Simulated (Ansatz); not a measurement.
C2H8OSi2 (`OC1C[SiH2][SiH2]1`), 13 atoms. Charge 0, multiplicity 1. All runs use 4 threads of a server CPU on a shared host. Correlated methods freeze the cores.

(1) Give the basis size and wall time and peak host memory of each of these runs in Ansatz. RKS ωB97M-V/def2-SVP energy; RHF-CCSD(T)/def2-SVP energy; RKS PBE0-D4/def2-TZVP relaxation (7 steps); RKS PBE0-D4/def2-TZVPP energy; RKS r2SCANh-D4/def2-TZVPP energy; RKS PBE0-D4/def2-QZVPP energy; RKS PBE0-D4/def2-SVP energy; RHF-MP2/def2-QZVPP energy; RKS PBE0-D4/def2-TZVP frequencies; direct RPA on PBE orbitals/def2-TZVPP energy; RKS r2SCAN-D4/def2-TZVPP energy and forces; RKS r2SCAN0-D4/def2-TZVPP energy. (Best estimate.)

Results:

(1) Ansatz gave: Other jobs shared the machine, so times are rough.

```json
{"level": "RKS PBE0-D4/def2-SVP", "job": "energy", "functions": "118", "wall time": "1.7 s", "peak host memory (GiB)": "0.29"}
{"level": "RKS ωB97M-V/def2-SVP", "job": "energy", "functions": "118", "wall time": "5 s", "peak host memory (GiB)": "0.41"}
{"level": "RKS PBE0-D4/def2-TZVPP", "job": "energy", "functions": "289", "wall time": "6 s", "peak host memory (GiB)": "0.84"}
{"level": "RKS r2SCAN0-D4/def2-TZVPP", "job": "energy", "functions": "289", "wall time": "7 s", "peak host memory (GiB)": "0.87"}
{"level": "RHF-CCSD(T)/def2-SVP", "job": "energy", "functions": "118", "wall time": "7.5 s", "peak host memory (GiB)": "0.62"}
{"level": "RKS r2SCANh-D4/def2-TZVPP", "job": "energy", "functions": "289", "wall time": "8 s", "peak host memory (GiB)": "0.87"}
{"level": "RKS r2SCAN-D4/def2-TZVPP", "job": "energy and forces", "functions": "289", "wall time": "8 s", "peak host memory (GiB)": "0.47"}
{"level": "direct RPA on PBE orbitals/def2-TZVPP", "job": "energy", "functions": "289", "wall time": "9 s", "peak host memory (GiB)": "0.83"}
{"level": "RKS PBE0-D4/def2-QZVPP", "job": "energy", "functions": "551", "wall time": "16 s", "peak host memory (GiB)": "2.4"}
{"level": "RKS PBE0-D4/def2-TZVP", "job": "relaxation (7 steps)", "functions": "215", "wall time": "43 s", "peak host memory (GiB)": "0.64"}
{"level": "RHF-MP2/def2-QZVPP", "job": "energy", "functions": "551", "wall time": "43 s", "peak host memory (GiB)": "4.4"}
{"level": "RKS PBE0-D4/def2-TZVP", "job": "frequencies", "functions": "215", "wall time": "5.2 min", "peak host memory (GiB)": "0.65"}
```
